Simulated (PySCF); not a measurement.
**ECD: `C#C[C@H]1C=C[C@@H](F)C1`, C7H7F**

Cartesian coordinates in Å; atom numbers follow the order of the lines, from 1:
```xyz
15

C     2.970   -0.696    0.171
C     1.780   -0.751    0.051
C     0.337   -0.791   -0.079
C    -0.362   -0.431    1.208
C    -1.324    0.455    1.026
C    -1.448    0.854   -0.416
F    -1.474    2.230   -0.566
C    -0.205    0.250   -1.084
H     4.013   -0.652    0.270
H     0.048   -1.807   -0.380
H    -0.077   -0.886    2.140
H    -1.973    0.874    1.774
H    -2.391    0.501   -0.858
H    -0.425   -0.188   -2.056
H     0.527    1.047   -1.221
```

Level of theory: TDDFT CAM-B3LYP/aug-cc-pVDZ circular dichroism and optical rotation, one conformer, gas phase in PySCF 2.14.0. Geometry: GFN2-xTB.

**Question.** Assign R or S to each stereocentre.

**Answer.** C3 R, C6 S.

**Question.** Which excitations and rotatory strengths does the calculation give?

**Answer.** Rotatory strengths R in 10⁻⁴⁰ esu² cm², velocity form and length form (origin at the centre of mass); f in length form.
```csv
state,E (eV),λ (nm),f,R (velocity),R (length),main
1,6.50,191,0.0007,-2.0,-2.0,"HOMO−1→LUMO+8 0.17, HOMO−1→LUMO+3 0.08"
2,6.69,185,0.030,-6.8,-6.9,"HOMO→LUMO 0.12, HOMO→LUMO+9 0.10"
3,6.76,183,0.001,+3.8,+4.0,"HOMO−1→LUMO+9 0.23, HOMO−1→LUMO 0.11"
4,6.91,179,0.017,+13.2,+13.1,"HOMO→LUMO 0.55, HOMO−2→LUMO 0.20"
5,7.11,174,0.042,-0.7,-0.7,"HOMO−1→LUMO 0.49, HOMO−1→LUMO+1 0.24"
6,7.15,173,0.231,+8.8,+9.0,"HOMO→LUMO+1 0.16, HOMO→LUMO+4 0.15"
7,7.17,173,0.106,+19.9,+20.2,"HOMO−2→LUMO 0.33, HOMO−2→LUMO+1 0.15"
8,7.43,167,0.018,+3.2,+3.6,"HOMO−2→LUMO+4 0.12, HOMO−1→LUMO+3 0.11"
```

Among the states computed, the strongest CD band (largest |R|) is state 7. The largest dissymmetry factor in size, g = 4R/(D+G), with D and G the electric and magnetic dipole strengths, is +0.031 for state 3 (velocity form, f = 0.001), among bands with |R| over 0.5. The mirror image has the same energies and oscillator strengths and all R with the opposite sign.
